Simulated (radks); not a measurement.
Results of a calculation; reference values are marked as such.
Species: Ti. Configuration: [Ar] 3d2 4s1 6d1 (not the ground configuration). Level of theory: scalar-relativistic Kohn-Sham, SCAN, spin-polarised, spherical densities, finite nucleus; open shells are filled with parallel spins first; meta-GGA in the generalised Kohn-Sham scheme; Fermi nuclear charge, rms radius 3.5921 fm (a radial shooting solver on a logarithmic mesh with Libxc functionals).

X-ray form factor f0, the Fourier transform of the density (f0(0) = 22):

| sin(theta)/lambda (1/angstrom) | f0 (electrons) |
|---|---|
| 0.05 | 20.491 |
| 0.1 | 19.234 |
| 0.15 | 17.660 |
| 0.2 | 16.082 |
| 0.25 | 14.586 |
| 0.3 | 13.201 |
| 0.4 | 10.859 |
| 0.5 | 9.157 |
| 0.6 | 8.011 |
| 0.8 | 6.672 |
| 1 | 5.747 |
| 1.25 | 4.654 |
| 1.5 | 3.659 |
| 2 | 2.292 |
